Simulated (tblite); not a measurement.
Species: C7H18N2.
Atom-mapped SMILES: `[CH3:1][CH2:2][NH:3][N:4]([CH3:5])[C:6]([CH3:7])([CH3:8])[CH3:9]` (hydrogens: H10, H11, H12 on C1; H13, H14 on C2; H15 on N3; H16, H17, H18 on C5; H19, H20, H21 on C7; H22, H23, H24 on C8; H25, H26, H27 on C9)

Computed geometry: GFN2-xTB, gas phase.

(1) Give the optimised bond lengths and angles.

## Answers

(1) 
```json
{"bond": "C1–C2", "length (Å)": "1.522", "order": "single"}
{"bond": "C2–N3", "length (Å)": "1.451", "order": "single"}
{"bond": "N3–N4", "length (Å)": "1.415", "order": "single"}
{"bond": "N4–C5", "length (Å)": "1.449", "order": "single"}
{"bond": "N4–C6", "length (Å)": "1.472", "order": "single"}
{"bond": "C6–C7, C6–C8, C6–C9", "length (Å)": "1.533", "order": "single"}
{"bond": "C1–H10, C1–H11, C1–H12", "length (Å)": "1.087", "order": "single"}
{"bond": "C2–H13", "length (Å)": "1.092", "order": "single"}
{"bond": "C2–H14", "length (Å)": "1.104", "order": "single"}
{"bond": "N3–H15", "length (Å)": "1.023", "order": "single"}
{"bond": "C5–H16", "length (Å)": "1.102", "order": "single"}
{"bond": "C5–H17, C5–H18", "length (Å)": "1.088", "order": "single"}
{"bond": "C7–H19 and 8 like bonds", "length (Å)": "1.087", "order": "single"}
```

Bonds in one row agree within 0.01 Å and their mean is given. Orders are formal, as drawn. A selection of angles:
```json
{"angle": "C1–C2–N3", "degrees": "109.6"}
{"angle": "C2–N3–N4", "degrees": "112.7"}
{"angle": "N3–N4–C5", "degrees": "112.3"}
{"angle": "N3–N4–C6", "degrees": "110.6"}
{"angle": "C5–N4–C6", "degrees": "116.6"}
{"angle": "N4–C6–C7", "degrees": "106.6"}
{"angle": "N4–C6–C8", "degrees": "113.1"}
{"angle": "N4–C6–C9", "degrees": "109.5"}
{"angle": "C7–C6–C8", "degrees": "109.3"}
{"angle": "H15–N3–C2", "degrees": "110.2"}
{"angle": "H15–N3–N4", "degrees": "111.6"}
```

Torsions: C1–C2–N3–N4 176° (antiperiplanar); C2–N3–N4–C5 88° (synclinal); N3–N4–C6–C7 58° (synclinal). The mirror-image conformer, all signs reversed, is as good.

The 3 C–N bonds span 1.449 Å (N4–C5, drawn single) to 1.472 Å (N4–C6, drawn single), a spread of 0.023 Å. N3 (hydrazine nitrogen) is pyramidal (angles 112.7°, 111.6° and 110.2°, sum 334.5°, 0.38 Å off the plane of its three neighbours). Of the pairs four or more bonds apart, N3···H21 is among the closest relative to their van der Waals radii: 2.39 Å, 87 % of the sum of Bondi's values. N4 (hydrazine nitrogen) is pyramidal (angles 116.6°, 112.3° and 110.6°, sum 339.5°, 0.39 Å off the plane of its three neighbours).

Point group: C1 (no symmetry element, even within 0.4 Å). Its GFN2-xTB frequencies are all real (lowest 43 cm⁻¹). The numbers are those of one conformer.
